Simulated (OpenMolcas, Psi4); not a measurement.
A ladder of methods for TiHCl3O (SMILES Cl[Ti](Cl)(Cl)O)

The species is TiHCl3O (6 atoms), meant as a singlet with charge 0. As SMILES, `Cl[Ti](Cl)(Cl)O`. Geometry: relaxed at PBE0-D4/def2-TZVP.

```xyz
6

Cl   -1.6293   -0.8313    1.3608
Ti   -0.0806   -0.3475   -0.0937
Cl    1.7573   -1.3630    0.4881
Cl   -0.6934   -0.9787   -2.0880
O     0.1919    1.3758   -0.0874
H     0.4540    2.1446    0.4202
```

Each level gives the vertical energy of the triplet above the singlet (eV). The values are calculated.

```
          level                   kind     program  value (eV)  CPU time (all runs)
    HF/def2-SVP           Hartree–Fock  OpenMolcas        2.69              2.6 min
 SVWN5/def2-SVP                    LDA  OpenMolcas        4.23              3.7 min
   PBE/def2-SVP                    GGA  OpenMolcas        4.08              3.1 min
 M06-L/def2-SVP               meta-GGA  OpenMolcas        4.32              4.1 min
M06-2X/def2-SVP        hybrid meta-GGA  OpenMolcas        3.91              3.8 min
   MP2/def2-SVP    perturbation theory        Psi4        5.31                 36 s
  CCSD/def2-SVP  coupled cluster or CI        Psi4        4.14              8.3 min
```

The values span 2.69 to 5.31 eV. Times are those of the runs behind each value, whatever else they computed, on shared processors of several kinds: orders of magnitude only.
